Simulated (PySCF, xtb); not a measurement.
Se(Cl)(Me) (CH3ClSe), SMILES C[Se]Cl. Atoms are numbered in the order given.

```xyz
6

Se     0.5049    -0.4198     0.0000
Cl    -0.3291     1.6092     0.0000
C     -1.1909    -1.3896     0.0000
H     -0.9179    -2.4458     0.0000
H     -1.7540    -1.1504    -0.8975
H     -1.7540    -1.1504     0.8975
```
Charge 0, spin multiplicity 1.

Geometry optimised at B3LYP-D3(BJ)/def2-TZVP.

These are C-PCM-ωB97X/def2-SVP in PySCF values and carry that method's errors.

The values are the electrostatic part of the solvation free energy, E(continuum) − E(gas) at the gas-phase geometry, in a cavity of scaled van der Waals radii (PySCF's table); cavitation and dispersion terms are not included. In vacuum the orbital gap is 9.16 eV. The dipole moment in vacuum is 2.38 D.

Estimate the values in water (ε = 78.36), toluene (ε = 2.37), dichloromethane (ε = 8.93). (Estimate from the structure and the level; the computed values follow.)


```json
[
 {"solvent": "water", "ε": "78.36", "ΔG(elec) (kcal/mol)": "-3.3", "dipole (D)": "3.16", "gap (eV)": "9.24"},
 {"solvent": "toluene", "ε": "2.37", "ΔG(elec) (kcal/mol)": "-1.8", "dipole (D)": "2.79", "gap (eV)": "9.21"},
 {"solvent": "dichloromethane", "ε": "8.93", "ΔG(elec) (kcal/mol)": "-2.9", "dipole (D)": "3.06", "gap (eV)": "9.23"}
]
```

For comparison, GFN2-xTB/ALPB(water) (xtb, at the GFN2-xTB geometry, all terms of that model) gives -1.1 kcal/mol.
